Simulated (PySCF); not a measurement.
Geometry (Å), atoms numbered from 1 in this order:
```xyz
17

C     2.716   -0.055    0.044
O     1.653    0.817   -0.252
C     0.404    0.299   -0.129
C     0.001   -0.918    0.217
C    -1.497   -1.021    0.191
C    -1.959    0.444    0.098
C    -0.748    1.214   -0.447
H     3.631    0.516   -0.096
H     2.656   -0.409    1.079
H     2.715   -0.920   -0.627
H     0.615   -1.765    0.465
H    -1.891   -1.519    1.079
H    -1.824   -1.597   -0.680
H    -2.838    0.560   -0.533
H    -2.207    0.811    1.094
H    -0.813    1.361   -1.528
H    -0.622    2.193    0.016
```

Geometry: GFN2-xTB; GIAO shifts from PySCF 2.14, gas phase, non-relativistic, averaged over equivalent atoms.

At PBE0/pcSseg-1 (169 basis functions, 21 s wall time on 1 thread of an Arm Neoverse V1, shared host):
| atoms | δ (ppm) |
| --- | --- |
| C3 | 169.8 |
| C4 | 97.1 |
| C1 | 57.8 |
| C7 | 36.7 |
| C5 | 33.6 |
| C6 | 24.6 |
| O2 | 110.1 |
| H11 | 4.35 |
| H8/H9/H10 | 3.74 |
| H12/H13 | 2.52 |
| H16/H17 | 2.48 |
| H14/H15 | 1.87 |

Chemical shifts δ = σref − σ; ¹³C (σ = 186.93 ppm) and ¹H (σ = 31.72 ppm) against TMS; H2O for ¹⁷O (σ = 336.08 ppm), all at this level.

Estimate the result of repeating the calculation with WP04/pcSseg-1.

Answers


| atoms | δ at WP04/pcSseg-1 | change |
| --- | --- | --- |
| C3 | 169.9 | +0.1 |
| C4 | 99.1 | +2.0 |
| C1 | 59.5 | +1.7 |
| C7 | 38.6 | +1.9 |
| C5 | 35.8 | +2.2 |
| C6 | 27.4 | +2.8 |
| O2 | 108.4 | -1.7 |
| H11 | 4.17 | -0.18 |
| H8/H9/H10 | 3.60 | -0.14 |
| H12/H13 | 2.38 | -0.14 |
| H16/H17 | 2.39 | -0.09 |
| H14/H15 | 1.76 | -0.11 |

Chemical shifts δ = σref − σ; ¹³C (σ = 175.10 ppm), ¹H (σ = 32.00 ppm) vs TMS; H2O for ¹⁷O (σ = 319.30 ppm), all at this level.

The largest change is at C6 (sp3 CH2 in a ring). Cost: 169 basis functions, 43 s wall time on 1 thread of an Intel Xeon Platinum 8488C, shared host. The order of the carbon signals is the same at both levels.

Experimental scales use liquid or dissolved standards, which lie at an offset from isolated H2O (liquid H2O: subtract about 36 ppm).
